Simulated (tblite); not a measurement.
C5H7BO2.
Cartesian coordinates in Å at the GFN2-xTB level; atoms count from 1:
```
atom  x, y, z in Å
C1     2.0126    0.1560    0.7535
C2     1.7909    0.0839   -0.5508
B3     0.3379   -0.0650   -1.2201
O4    -0.4962    1.1830   -0.8220
C5    -1.3892    1.1148    0.0627
C6    -1.8122   -0.0546    0.6853
C7    -1.2375   -1.2429    0.2465
O8    -0.3322   -1.3314   -0.6237
H9     3.0017    0.2542    1.1772
H10    1.2084    0.1170    1.4755
H11    2.6540    0.1295   -1.2051
H12    0.3047   -0.1603   -2.4005
H13   -1.8672    2.0628    0.3204
H14   -2.5852   -0.0453    1.4303
H15   -1.5950   -2.1939    0.6487
```

Calculated harmonic vibrations of the isolated species, GFN2-xTB (tblite), most abundant isotopes, no scaling. The method is semi-empirical: single wavenumbers can be off by several per cent or more. Modes of hydrogen on boron can be 10 to 20 % off. One conformer, not necessarily the lowest. The optimisation stopped once no atom felt more than 0.01 eV/Å.

Lowest wavenumbers of the output (negative numbers stand for imaginary wavenumbers):
```
mode    cm-1
  1     -36.4
  2      74.2
  3     178.6
  4     206.9
  5     307.4
  6     396.3
  7     459.9
  8     461.5
  9     538.5
 10     552.8
```

Task: Is this structure a minimum?

Result: Not by this Hessian. 1 mode is imaginary beyond 20i (36i cm⁻¹), so at this level the point lies at or near a first-order saddle. The curvature is small, so loose convergence or finite differences may be the whole cause.

Task: Which atoms move in the imaginary mode?

Result: 36i: C1 (terminal =CH2 carbon) 30 %, H10 (vinylic hydrogen) 22 %, H11 (vinylic hydrogen) 16 %, C2 (alkene CH carbon) 10 %. These are shares of the mass-weighted motion.

Task: What is the remedy?

Result: Step along that mode in both directions, optimise again with tighter thresholds and repeat the frequencies. The zero-point energy of this point (69.2 kcal/mol) counts the 38 real modes alone, and thermal corrections from it aren't those of a minimum.

On one thread of an Arm Neoverse V2, no GPU, shared host with 96 logical CPUs at a one-minute load of 53, this took 0.34 s. This covers the Hessian and the dipole derivatives.
